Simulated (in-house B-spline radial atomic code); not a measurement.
A calculation on Kr2+: its settings, and results tabulated from the run. Level of theory: scalar-relativistic (X2C) Hartree-Fock, spin-polarised, averaged over the determinants with the given up and down occupations, Fermi nucleus of rms radius 4.1884 fm, inside a hard spherical wall at 4.41 bohr; calculated with a B-spline radial code for spherical atoms.

Command:
```bash
python run_scf.py task.json out
```
Settings (nuclear radius in fm, mass in u):
```
Z                36
configuration    [Ar] 3d10 4s2 4p4
hamiltonian      x2c
method           hf
spin_polarised   True
nucleus          fermi
rms_radius       4.1884
atomic_mass      83.9115
speed_of_light   137.035999084
wall_radius      4.41
```

Output (hartree, bohr):
```
 radial grid: 62 intervals, B-splines of order 8, outer radius 4.41 bohr

 iter        energy (Eh)    residual
    1      -2785.6534095    4.52e-01
    2      -2786.6919066    1.11e-01
    3      -2786.9018675    2.09e-02
    4      -2786.9130593    5.94e-03
    5      -2786.9142922    3.47e-03
    6      -2786.9144869    6.18e-04
    7      -2786.9145055    1.92e-04
    8      -2786.9145065    1.71e-05
    9      -2786.9145065    2.35e-06
   10      -2786.9145065    1.47e-07

 total energy                    -2786.914507
 kinetic                           2863.29504
 electron-nucleus                 -6707.82610
 electron-electron                 1057.61655

 orbital      occ     eigenvalue          <r>       <r^2>       <1/r>       r_max
 1s up      1.000     -530.30152     0.041041  0.00228057     37.6757     0.02659
 1s down    1.000     -530.28830    0.0410402  0.00228047     37.6763     0.02659
 2s up      1.000      -72.97449     0.182641   0.0394087     8.34963      0.1539
 2s down    1.000      -72.96705     0.182628   0.0394016     8.34981      0.1539
 2p up      3.000      -64.44437     0.159922   0.0313129     7.99899      0.1233
 2p down    3.000      -64.42908     0.159945   0.0313215     7.99784      0.1233
 3s up      1.000      -12.14633     0.526904      0.3188     2.73904      0.4658
 3s down    1.000      -12.12280     0.526972    0.318732     2.73706       0.466
 3p up      3.000       -9.33823      0.53761    0.337589     2.55947      0.4631
 3p down    3.000       -9.30638     0.538388    0.338508     2.55488      0.4637
 3d up      5.000       -4.66816     0.552754    0.374481     2.27282      0.4137
 3d down    5.000       -4.65195     0.550502    0.370397     2.27784      0.4136
 4s up      1.000       -2.09977      1.51671     2.59649    0.866177       1.328
 4s down    1.000       -1.84467      1.52084     2.61786    0.866894       1.322
 4p up      3.000       -1.37871      1.71367     3.31856     0.75263       1.487
 4p down    1.000       -1.26218      1.73617     3.41347    0.744824       1.494
```

Time taken, with all properties: 0.16 s on 1 thread of Arm Neoverse V2, on a shared host.

One-electron X2C: radii and densities carry no picture-change correction, so inner-shell <1/r> comes out high (for 1s by about 2 % at Z = 33, 5 % at 54, 10 % at 75, 30 % at 118) and <r> low.
